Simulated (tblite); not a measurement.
Species: C4H9BrSi2.
Numbering: `[CH3:1][C:2]#[C:3][C@@H:4]([Br:5])[SiH2:6][SiH3:7]` (hydrogens: H8, H9, H10 on C1; H11 on C4; H12, H13 on Si6; H14, H15, H16 on Si7)

Computed with GFN2-xTB (tblite), gas phase: L-BFGS steps from a force-field or distance-geometry start until the largest atomic force falls under 0.01 eV/Å.

Step 18: E = -561.0218 eV
```
atom  x, y, z in Å  |  force x, y, z in eV/Å
C1      3.7590    0.1366   -0.1541   -0.039   0.024  -0.024
C2      2.3564    0.4925   -0.1408    0.032  -0.013   0.051
C3      1.1971    0.7962   -0.0547    0.018   0.025   0.015
C4     -0.1956    1.1159   -0.0330    0.012  -0.021  -0.064
Br5    -0.7699    1.6981   -1.8741    0.046  -0.039   0.048
Si6    -1.2542   -0.4017    0.5384    0.000   0.045  -0.016
Si7    -3.4980   -0.1909    0.0012   -0.008   0.004   0.001
H8      4.3096    0.7810    0.5336   -0.012  -0.065  -0.013
H9      4.1658    0.2718   -1.1575   -0.031  -0.021   0.029
H10     3.8840   -0.9070    0.1435    0.005   0.094  -0.013
H11    -0.3790    1.9978    0.5825   -0.008  -0.009  -0.024
H12    -0.9389   -0.4510    1.9750   -0.007  -0.010   0.023
H13    -0.5706   -1.5583   -0.0523   -0.013   0.001  -0.045
H14    -4.2812    0.1648    1.1885    0.007  -0.005   0.018
H15    -3.9998   -1.4779   -0.4834   -0.009  -0.022   0.009
H16    -3.7921    0.8084   -1.0243    0.007   0.013   0.006
```

Step 19: E = -561.0229 eV
```
atom  x, y, z in Å  |  force x, y, z in eV/Å
C1      3.7593    0.1370   -0.1536   -0.025   0.029  -0.013
C2      2.3577    0.4946   -0.1353    0.001  -0.010   0.049
C3      1.1979    0.7963   -0.0474    0.011   0.032  -0.006
C4     -0.1956    1.1173   -0.0343    0.019  -0.035  -0.001
Br5    -0.7620    1.6921   -1.8757    0.039  -0.030   0.022
Si6    -1.2549   -0.4028    0.5368    0.000   0.075  -0.034
Si7    -3.5017   -0.1920    0.0046    0.016   0.007  -0.003
H8      4.3144    0.7796    0.5320   -0.014  -0.060  -0.006
H9      4.1623    0.2726   -1.1578   -0.026  -0.018   0.010
H10     3.8849   -0.9066    0.1421    0.003   0.079  -0.007
H11    -0.3812    2.0008    0.5803   -0.006  -0.037  -0.042
H12    -0.9362   -0.4497    1.9721   -0.006  -0.019   0.033
H13    -0.5712   -1.5570   -0.0589   -0.017   0.004  -0.038
H14    -4.2834    0.1657    1.1927    0.010  -0.011   0.009
H15    -4.0033   -1.4765   -0.4858   -0.012  -0.031   0.020
H16    -3.7946    0.8049   -1.0233    0.006   0.025   0.007
```

Step 20: E = -561.0238 eV
```
atom  x, y, z in Å  |  force x, y, z in eV/Å
C1      3.7590    0.1380   -0.1533   -0.003   0.026   0.001
C2      2.3588    0.4964   -0.1295   -0.028  -0.004   0.040
C3      1.1989    0.7971   -0.0412    0.003   0.034  -0.020
C4     -0.1952    1.1179   -0.0357    0.020  -0.037   0.052
Br5    -0.7543    1.6863   -1.8766    0.029  -0.020  -0.013
Si6    -1.2555   -0.4027    0.5349    0.003   0.074  -0.033
Si7    -3.5047   -0.1928    0.0076    0.031   0.006  -0.008
H8      4.3183    0.7772    0.5307   -0.005  -0.033   0.008
H9      4.1585    0.2730   -1.1581   -0.018  -0.008  -0.018
H10     3.8858   -0.9048    0.1409    0.000   0.036   0.003
H11    -0.3831    2.0027    0.5775   -0.006  -0.052  -0.048
H12    -0.9345   -0.4487    1.9702   -0.007  -0.025   0.024
H13    -0.5723   -1.5558   -0.0658   -0.025   0.016  -0.027
H14    -4.2849    0.1662    1.1969    0.015  -0.017  -0.003
H15    -4.0061   -1.4760   -0.4875   -0.012  -0.029   0.032
H16    -3.7962    0.8024   -1.0223    0.004   0.034   0.010
```

Step 21: E = -561.0246 eV
```
atom  x, y, z in Å  |  force x, y, z in eV/Å
C1      3.7585    0.1392   -0.1532    0.017   0.015   0.010
C2      2.3594    0.4976   -0.1240   -0.036   0.000   0.028
C3      1.1997    0.7985   -0.0367   -0.001   0.029  -0.022
C4     -0.1944    1.1175   -0.0362    0.012  -0.025   0.067
Br5    -0.7477    1.6812   -1.8775    0.019  -0.014  -0.041
Si6    -1.2559   -0.4014    0.5329    0.004   0.044  -0.015
Si7    -3.5067   -0.1933    0.0099    0.033   0.002  -0.015
H8      4.3214    0.7746    0.5299    0.008   0.001   0.022
H9      4.1550    0.2731   -1.1585   -0.013   0.005  -0.040
H10     3.8865   -0.9024    0.1399   -0.004  -0.010   0.011
H11    -0.3847    2.0033    0.5743   -0.009  -0.044  -0.036
H12    -0.9338   -0.4483    1.9692   -0.010  -0.029   0.003
H13    -0.5740   -1.5545   -0.0723   -0.033   0.031  -0.014
H14    -4.2856    0.1664    1.2005    0.019  -0.021  -0.014
H15    -4.0081   -1.4762   -0.4882   -0.008  -0.018   0.043
H16    -3.7969    0.8011   -1.0213    0.002   0.036   0.013
```

Task: Estimate the geometry and energy of step 22. (The exact step hangs on the optimiser's Hessian estimate; all steps are aligned on step 21, rigid shifts and turns removed.)

Result: E = -561.0252 eV, largest force 0.058 eV/Å
```
atom  x, y, z in Å  |  force x, y, z in eV/Å
C1      3.7581    0.1406   -0.1531    0.027   0.001   0.013
C2      2.3596    0.4986   -0.1188   -0.020   0.001   0.014
C3      1.2003    0.8002   -0.0335    0.000   0.019  -0.015
C4     -0.1936    1.1165   -0.0356    0.002  -0.007   0.044
Br5    -0.7419    1.6767   -1.8789    0.012  -0.012  -0.055
Si6    -1.2562   -0.3996    0.5310    0.000   0.001   0.011
Si7    -3.5077   -0.1938    0.0115    0.025  -0.001  -0.021
H8      4.3241    0.7724    0.5297    0.017   0.028   0.026
H9      4.1516    0.2733   -1.1595   -0.012   0.015  -0.042
H10     3.8871   -0.9005    0.1393   -0.007  -0.041   0.014
H11    -0.3863    2.0031    0.5710   -0.015  -0.019  -0.012
H12    -0.9337   -0.4486    1.9684   -0.012  -0.031  -0.017
H13    -0.5763   -1.5528   -0.0781   -0.037   0.041  -0.004
H14    -4.2857    0.1662    1.2032    0.023  -0.024  -0.022
H15    -4.0098   -1.4768   -0.4879   -0.002  -0.005   0.050
H16    -3.7973    0.8008   -1.0201    0.000   0.035   0.017
```

The energy changes by -0.0007 eV. The first-order estimate −F·Δx gives -0.0009 eV and the mean of the old and new forces, exact on a quadratic surface, -0.0007 eV. The step makes an angle of 68° with the force vector and moves no atom by more than 0.008 Å.

The cost below is that of the whole relaxation. On one thread, Arm Neoverse N1 (aarch64), shared host, this took 1.3 s of wall time.
